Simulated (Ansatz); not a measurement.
Two shapes of singlet Li₂F₂.

Shape 1:

```xyz
4

Li    1.1079    0.0376   -0.0328
Li   -1.1099    0.0329   -0.0373
F     0.0167    1.3138    0.0420
F     0.0039   -1.3052   -0.0482
```

Shape 2:

```xyz
4

Li    1.0163    0.0000    0.0000
Li   -1.0163    0.0000    0.0000
F     0.0000    1.1891    0.0000
F     0.0000   -1.1891    0.0000
```

Basis set: 6-31G* (spherical functions). Frozen core: 2 orbitals. Charge 0, multiplicity 1.

Computed with Ansatz (development build ahead of 0.2.0); each method stands on the lowest determinant of its kind that the runs found.

(1) Which shape is lower in energy, and by how much in each method?

Answers

(1)

| method | E(2) − E(1) (eV) |
| --- | --- |
| RHF | 0.542 |
| RHF-MP2 | 0.655 |

Shape 1 is lower.
